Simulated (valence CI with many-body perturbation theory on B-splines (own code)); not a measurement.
The numbers below are computed, except where a source is named.
Energy levels of Ge I

Method: configuration interaction combined with many-body perturbation theory (CI+MBPT): four valence electrons over a frozen Dirac-Fock core [Ar] 3d10, a basis of 9 s, 9 p, 8 d, 6 f, 3 g, 1 h functions for each j, with the one-electron correlation potential Σ1 (screened to all orders), the two-electron term Σ2, the three-electron term Σ3, Breit, model QED; selected single and double excitations, second order for the rest, scaled by the run's own slope (own B-spline code, finite nucleus).

Set against measurement, 31 paired levels are off by 162 cm⁻¹ on average, the worst by 355. These come from a selection out of the NIST Handbook of Basic Atomic Spectroscopic Data. Levels without a partner in it may be off by more. Among the levels kept, up to 530 cm⁻¹ of a level comes from second order outside the variational space, and about a tenth of that is noise between levels of different J, which matters for small intervals.

Levels 1 to 36 of 36, with energies above the lowest level, 4s²4p² ³P_0. "Leading %" is the weight of the configuration and term that name the level; weights of strongly mixed levels are sums over their largest components and can fall short, so below about 35 % the name and the second component can differ from the true leading terms, or belong to a minority configuration. In the jj column 3d3/2^4 stands for four electrons in 3d with j = 3/2.

```
No.  Configuration  Term  J  E (cm⁻¹)  Leading %               Leading jj  Second component      g
  1         4s²4p²    ³P  0       0.0         94      4s^2 4p1/2^2 (70 %)                         
  2         4s²4p²    ³P  1       553         94  4s^2 4p1/2 4p3/2 (94 %)                    1.501
  3         4s²4p²    ³P  2      1400         93      4s^2 4p3/2^2 (52 %)                    1.495
  4         4s²4p²    ¹D  2      7102         92  4s^2 4p1/2 4p3/2 (52 %)                    1.006
  5         4s²4p²    ¹S  0     16317         91      4s^2 4p3/2^2 (68 %)                         
  6        4s²4p5s   ³P°  0     37345         92     4s^2 4p1/2 5s (92 %)                         
  7        4s²4p5s   ³P°  1     37593         80     4s^2 4p1/2 5s (86 %)  12 % 4s²4p5s ¹P°  1.436
  8        4s²4p5s   ³P°  2     39002         92     4s^2 4p3/2 5s (92 %)                    1.501
  9        4s²4p5s   ¹P°  1     39898         77     4s^2 4p3/2 5s (84 %)  12 % 4s²4p5s ³P°  1.065
 10          4s4p³   ⁵S°  2     41572         94  4s 4p1/2 4p3/2^2 (52 %)                    2.001
 11        4s²4p5p    ¹P  1     45818         47  4s^2 4p1/2 5p1/2 (82 %)   41 % 4s²4p5p ³D  0.796
 12        4s²4p5p    ³D  1     46599         40  4s^2 4p1/2 5p3/2 (67 %)   24 % 4s²4p5p ¹P  0.973
 13        4s²4p5p    ³D  2     46673         76  4s^2 4p1/2 5p3/2 (78 %)    8 % 4s²4p5p ³P  1.183
 14        4s²4p5p    ³P  0     47339         85  4s^2 4p1/2 5p1/2 (79 %)    6 % 4s²4p5p ¹S       
 15        4s²4p5p    ³P  1     47917         49  4s^2 4p3/2 5p3/2 (40 %)   18 % 4s²4p5p ¹P  1.367
 16        4s²4p5p    ³D  3     47929         91  4s^2 4p3/2 5p3/2 (91 %)                    1.334
 17        4s²4p4d   ¹D°  2     48265         65  4s^2 4p1/2 4d3/2 (44 %)  12 % 4s²4p4d ³F°  0.985
 18        4s²4p5p    ³P  2     48558         73  4s^2 4p3/2 5p1/2 (53 %)   12 % 4s²4p5p ³D  1.426
 19        4s²4p4d   ³D°  2     48662         49  4s^2 4p1/2 4d5/2 (42 %)  26 % 4s²4p4d ³F°  1.038
 20        4s²4p4d   ³D°  1     48718         70  4s^2 4p1/2 4d3/2 (58 %)    12 % 4s4p³ ³D°  0.553
 21        4s²4p5p    ³S  1     48902         68  4s^2 4p3/2 5p1/2 (59 %)   22 % 4s²4p5p ³P  1.866
 22        4s²4p4d   ³D°  3     48924         48  4s^2 4p1/2 4d5/2 (64 %)  29 % 4s²4p4d ³F°  1.240
 23        4s²4p5p    ¹D  2     49488         78  4s^2 4p3/2 5p3/2 (58 %)   10 % 4s²4p5p ³P  1.059
 24        4s²4p4d   ³F°  2     49859         51  4s^2 4p3/2 4d3/2 (59 %)  16 % 4s²4p4d ¹D°  0.850
 25        4s²4p4d   ³F°  3     50112         57  4s^2 4p3/2 4d3/2 (37 %)  26 % 4s²4p4d ³D°  1.171
 26        4s²4p4d   ³F°  4     50589         89  4s^2 4p3/2 4d5/2 (89 %)                    1.251
 27        4s²4p5p    ¹S  0     50857         80  4s^2 4p3/2 5p3/2 (75 %)    6 % 4s²4p5p ³P       
 28        4s²4p4d   ³P°  2     51233         79  4s^2 4p3/2 4d5/2 (55 %)   5 % 4s²4p4d ³D°  1.461
 29        4s²4p4d   ³P°  1     51503         75  4s^2 4p3/2 4d3/2 (67 %)   6 % 4s²4p4d ¹P°  1.401
 30        4s²4p4d   ³P°  0     51762         87  4s^2 4p3/2 4d3/2 (87 %)                         
 31        4s²4p6s   ³P°  1     51924         52     4s^2 4p1/2 6s (79 %)  27 % 4s²4p6s ¹P°  1.311
 32        4s²4p6s   ³P°  0     51925         90     4s^2 4p1/2 6s (90 %)                         
 33        4s²4p4d   ¹F°  3     52441         83  4s^2 4p3/2 4d3/2 (50 %)                    1.008
 34        4s²4p4d   ¹P°  1     52668         61  4s^2 4p3/2 4d5/2 (56 %)  19 % 4s²4p6s ³P°  1.124
 35        4s²4p6s   ³P°  2     53690         91     4s^2 4p3/2 6s (91 %)                    1.501
 36        4s²4p6s   ¹P°  1     53933         60     4s^2 4p3/2 6s (78 %)  19 % 4s²4p6s ³P°  1.101
```

Names give the largest LS component (configuration and term), which can be under half, so a name can repeat, a term be missing and a line seem to break the LS rules; names also repeat where a configuration has a term twice.

The ionisation energy to 4s²4p ²P°1/2 of the next ion comes out as 7.8738 eV (NIST: 7.89944 eV (measured), further off than twice its uncertainty). All 36 levels together are meant to be complete up to 54063 cm⁻¹.
